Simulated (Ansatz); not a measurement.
**Ligand exchange: SiH2(CH3)Cl + InH2F → SiH2(CH3)F + InH2Cl**

Species: SiH2(CH3)Cl ((chlorosilyl)methane), singlet; InH2F `[F][InH2]`, singlet; SiH2(CH3)F, singlet; InH2Cl `[Cl][InH2]`, singlet. The partners trade Cl for F: Si–Cl and In–F bonds give way to Si–F and In–Cl.

Shapes, held fixed at every level: PBE0-D4/def2-TZVP. Programs: Ansatz 0.2.0. The zero-point and thermal change to 298 K, harmonic and unscaled (PBE0-D4/def2-TZVP), is +1.2 kJ/mol.

| level | kind | ΔH(298 K) (kJ/mol) | less CCSD(T)/def2-TZVPP | CPU time (sum over the molecules) |
| --- | --- | --- | --- | --- |
| SPW92/def2-TZVPP | LDA | -83.5 | +8.8 | 8.9 s |
| r2SCAN-D4/def2-TZVPP | meta-GGA | -85.9 | +6.4 | 26 s |
| B3LYP-D4/def2-TZVPP | global hybrid | -87.3 | +5.0 | 21 s |
| wB97M-V/def2-TZVPP | range-separated hybrid | -88.0 | +4.3 | 56 s |
| MP2/def2-SVP | perturbation theory | -84.5 | +7.8 | – |
| CCSD(T)/def2-SVP | coupled cluster or CI | -86.1 | +6.2 | 7.8 s |
| CCSD(T)/def2-TZVPP | coupled cluster or CI | -92.3 | 0.0 | 2.3 min |

The highest level, CCSD(T)/def2-TZVPP, gives ΔH(298 K) = -92.3 kJ/mol; the levels span -92.3 to -83.5. The column of differences is taken from that level and isn't an error. No measured value is set beside it here. For atoms past krypton def2 sets carry core potentials with scalar relativity. Outer-core shells of In are correlated, in sets that cover them unevenly. CCSD(T)/def2-TZVPP lies outside the range of all other levels here, so it shouldn't be taken on trust. Times are processor times on shared x86 and Arm servers, and rough.
